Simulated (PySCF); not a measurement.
# Electronic structure of In⁺ (indium, charge +1) at the revPBE level

Configuration: [Kr] 4d10 5s2, closed-shell 1S. Computed with PySCF 2.14 in aug-cc-pwCVTZ-DK3 with one added diffuse shell each of s, p, d, f type (11s10p8d5f1g, 125 functions), with scalar relativity by spin-free X2C-1e.

```
Total energy                        : -5880.38 hartree
One-electron energy                 : -8079.22 hartree
Hartree (Coulomb) energy            : 2359.82 hartree
Exchange-correlation energy         : -160.98 hartree
⟨S²⟩                                : 0.0000
⟨L²⟩                                : 0.000
Sum of ⟨r⟩                          : 30.99 bohr
Sum of ⟨r²⟩                         : 40.65 bohr²
Langevin diamagnetic susceptibility : -32.2 ×10⁻⁶ cm³/mol
```

```tsv
shell	electrons	mean orbital energy (hartree)	rms radius, mean of both spins (bohr)
1s	2	-1018.32123	0.0342
2s	2	-152.76510	0.139
2p	6	-137.22871	0.124
3s	2	-29.21882	0.372
3p	6	-24.11884	0.374
3d	10	-16.16780	0.354
4s	2	-4.66425	0.903
4p	6	-3.14360	0.986
4d	10	-0.95640	1.29
5s	2	-0.54380	2.65
```

Densities and radii are taken from the X2C orbitals without a picture-change correction, which distorts them close to the nucleus.
